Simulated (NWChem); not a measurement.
System: SiBr$_{2}$, singlet; SMILES Br[Si]Br

All runs: NWChem. Pople sets run with spherical d functions. Low-valent species are run as closed-shell singlets; no triplet was tried in these runs. The geometry was optimised at PBE-D3(BJ)/def2-SVP. Vertical excitations in the gas phase.

Problem. Estimate the computed values for PBE/6-31G*, TDA. Quantities: lowest excitation, singlet (eV); lowest state with f > 0.02, singlet (eV); oscillator strength of that bright state; lowest triplet (eV); orbital gap (eV).

Solution. The lowest excitation, singlet (eV) is 3.26 and the lowest state with f > 0.02, singlet (eV) is 4.31. The oscillator strength of that bright state comes out as 0.054 and the lowest triplet (eV) is 2.11. The orbital gap (eV) is 2.64.
